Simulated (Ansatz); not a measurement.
Stepwise reaction of `C[CH2][Ge][CH2]C` with hydrogen, as a gas-phase model of exchange steps in deposition or etching. ΔE in kJ/mol; ΔG adds harmonic PBE0-D4 terms to CCSD(T)/CBS, at 1 bar.

Computed with Ansatz on PBE0-D4/def2-TZVP structures; ΔE is electronic, products minus reactants. CCSD(T)/CBS adds triple-zeta CCSD(T) − MP2 to the extrapolated MP2 energy (def2 sets, frozen cores). This one scheme is used for every species. DFT in def2-TZVPP. B3LYP here is the variant with VWN-RPA as its local correlation; programs differ in this. For Ge outer-core shells are correlated without core-valence functions, which leaves a few kJ/mol of doubt a bond. Scalar relativity is left out up to krypton. Each species was taken in one conformer, which may not be the lowest.

```
step                              reaction  PBE-D4  B3LYP-D4  ωB97M-V  CCSD(T)/CBS  ΔG(600 K)
   2  `C[CH2][GeH]` + H₂ → `[GeH2]` + `CC`   -32.6     -40.1    -40.2        -32.2      -25.9
```

Question: Give the row of step 1, `C[CH2][Ge][CH2]C` + H₂ → `C[CH2][GeH]` + `CC`. (Best estimate.)

Answer: Ansatz gave: 
```
step                                        reaction  PBE-D4  B3LYP-D4  ωB97M-V  CCSD(T)/CBS  ΔG(600 K)
   1  `C[CH2][Ge][CH2]C` + H₂ → `C[CH2][GeH]` + `CC`   -33.8     -40.0    -39.6        -32.4      -34.1
```

Question: By hand: ΔE of the 2 steps together at CCSD(T)/CBS.

Answer: (-32.4) + (-32.2) = -64.6 kJ/mol, or -32.3 kJ/mol a step.

In ΔE the steps differ by no more than 0.2 kJ/mol. All are downhill at CCSD(T)/CBS. ΔG lies between -34.1 and -25.9 kJ/mol a step. PBE-D4 differs from CCSD(T)/CBS by -1.4 to -0.4 kJ/mol a step. Isolated molecules leave out the surface, adducts and barriers. Largest T1 diagnostic: 0.012.
